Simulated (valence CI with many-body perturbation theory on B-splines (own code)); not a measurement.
**From CI to CI+MBPT in Ce²⁷⁺**

Computed by valence CI with perturbative core correlation (CI+MBPT): three valence electrons over a frozen Dirac-Fock core [Ar] 3d10, a basis of 11 s, 11 p, 9 d, 7 f, 5 g, 2 h, 1 i functions for each j, with the one-electron correlation potential Σ1 (screened to all orders), the two-electron term Σ2, the three-electron term Σ3, Breit, model QED; selected single and double excitations, second order for the rest (own B-spline code, finite nucleus).

The last digits are not significant, and no measured levels were compared; by estimate large intervals hold to a few tenths of a per cent, small ones and those within an open d or f shell to about a per cent.

Each rung adds one term. CI alone is the Dirac-Coulomb CI over the frozen core; QED comes last and gives the full result, which names the levels. Energies are above (4s^2 4p1/2) J=1/2 on the same rung, in cm⁻¹.

Levels are named by their leading jj configuration (3d3/2^4 stands for four electrons in 3d with j = 3/2), which in mixed levels can hold well under half, so a name can repeat and another be missing. Letters in brackets count levels of one name in rising energy.

```
                     Level  CI alone     Σ1     Σ2    Σ3  Breit    QED     Full
        (4s^2 4p3/2) J=3/2    210532  +1121   +439    +7  -2737   +334   209696
        (4s 4p1/2^2) J=1/2    469966   -219  +1973   +58  +2386  -3518   470647
(4s 4p1/2 4p3/2) J=3/2 [a]    620079   +766  +3991  +103   -101  -3196   621642
    (4s 4p1/2 4p3/2) J=5/2    663308   +826  +2696   +77   -436  -3156   663315
(4s 4p1/2 4p3/2) J=3/2 [b]    731504   +851   -318   +33   -428  -3087   728555
    (4s 4p1/2 4p3/2) J=1/2    764462   +798  -5180   -21    +80  -3253   756886
        (4s 4p3/2^2) J=5/2    858789  +1796  +3098   +85  -2944  -2740   858084
        (4s 4p3/2^2) J=1/2    972934  +1916  -2347   -41  -2637  -2884   966941
        (4s 4p3/2^2) J=3/2    979743  +1722  -5119    +1  -2804  -2638   970905
        (4s^2 4d3/2) J=3/2   1077720   +600  -6041   -15  -4108   -552  1067600
        (4s^2 4d5/2) J=5/2   1114030   +806  -5434    -5  -5341   -212  1103840
     (4p1/2^2 4p3/2) J=3/2   1225650   +506  -2279   +68  +2200  -6594  1219550
     (4p1/2 4p3/2^2) J=3/2   1391480  +1354   -307  +126   -535  -6010  1386100
     (4p1/2 4p3/2^2) J=5/2   1394590  +1270  +2013  +137   -954  -5745  1391310
(4s 4p1/2 4d3/2) J=3/2 [a]   1429460   +118  +2645  +168  -1638  -3862  1426890
    (4s 4p1/2 4d3/2) J=5/2   1463990   +264  +1909  +158  -2162  -3831  1460330
     (4p1/2 4p3/2^2) J=1/2   1471720  +1625  -2558   +18   -455  -6236  1464110
(4s 4p1/2 4d5/2) J=5/2 [a]   1526790   +407  -1578   +99  -2754  -3669  1519290
    (4s 4p1/2 4d5/2) J=7/2   1524130   +503  +1473  +158  -3385  -3513  1519370
```

The middle columns are the shifts that each term adds.

(1) How does the ionisation energy move along the ladder, and which term matters most?

## Answers

(1) CI alone 966.42, + Σ1 968.01, + Σ2 967.86, + Σ3 967.82, + Breit 966.93, + QED 966.96 eV. The largest step is Σ1, 1.59 eV. NIST lists 965 ± 4 eV (theoretical).
